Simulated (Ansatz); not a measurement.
CrO2(NH2)2 (CrN₂O₂H₄), relaxed as a singlet with RKS B3LYP-D4/def2-SVP in Ansatz, starting from the GFN2-xTB geometry. Force threshold 0.02 eV/Å.

The restricted singlet is unstable towards broken spin symmetry in Hartree–Fock (as tested in another run); at B3LYP-D4/def2-SVP this wasn't settled.

Start:

```xyz
9

Cr    0.482    0.000   -0.498
O     1.870   -0.587   -0.156
O     0.098    0.586   -1.875
N     0.176    1.318    0.714
H     0.660    1.424    1.601
H    -0.403    2.137    0.555
N    -0.720   -1.318   -0.153
H    -1.622   -1.424   -0.609
H    -0.543   -2.137    0.421
```

| step | energy (eV) | largest force component (eV/Å) | SCF passes |
| --- | --- | --- | --- |
| 1 | -35553.1235 | 2.492 | 32 |
| 2 | -35553.2302 | 1.015 | 37 |
| 3 | -35553.2780 | 0.255 | 36 |
| 4 | -35553.2851 | 0.089 | 37 |
| 5 | -35553.2857 | 0.019 | 30 |

Force components are those of the run's own axes.

End:

```xyz
9

Cr    0.4299   -0.0002   -0.4435
O     1.8579   -0.5632   -0.2127
O     0.1547    0.5622   -1.8640
N     0.1876    1.3447    0.7217
H     0.6769    1.4037    1.6097
H    -0.4235    2.1346    0.5371
N    -0.7279   -1.3444   -0.1642
H    -1.6308   -1.4032   -0.6255
H    -0.5247   -2.1341    0.4412
```

By distances, no bond broke or formed. The bond that changes most is Cr1–N7, from 1.82 to 1.80 Å (atoms count from 1).

No frequencies were taken in this run, so the end may be a saddle point.

Run time 7 s (4 threads of Intel Xeon 6975P-C on a shared host).
